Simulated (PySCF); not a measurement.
# CuN⁺ at LC-ωPBE

Level: LC-ωPBE. Cu def2-TZVPPD, N def2-TZVPPD; no relativity (PySCF 2.14).

```
state                                                                                                             : ⁴Σ⁻ (quartet), unpaired electrons σ ↑, π ↑↑
bond length                                                                                                       : 1.858 Å
harmonic wavenumber                                                                                               : 408 cm⁻¹
force constant                                                                                                    : 1.12 mdyn/Å
rotational constant Be                                                                                            : 0.4265 cm⁻¹
anharmonicity ωexe                                                                                                : 9.27 cm⁻¹
vibration–rotation constant αe                                                                                    : 0.00976 cm⁻¹
well depth De to Cu⁺ (3d10) + N                                                                                   : 0.75 eV
dissociation energy D0                                                                                            : 0.73 eV
bond order (Mayer)                                                                                                : 0.78
dipole moment (positive dipole points towards N; it is taken about the centre of mass and depends on that origin) : -1.33 D
```

For an ion De counts to the pair picked by the measured ionisation energies or electron affinities, which need not be the lowest pair at this level. With d or f electrons several states lie close, and the lowest PBE0 determinant need not be the measured ground state.
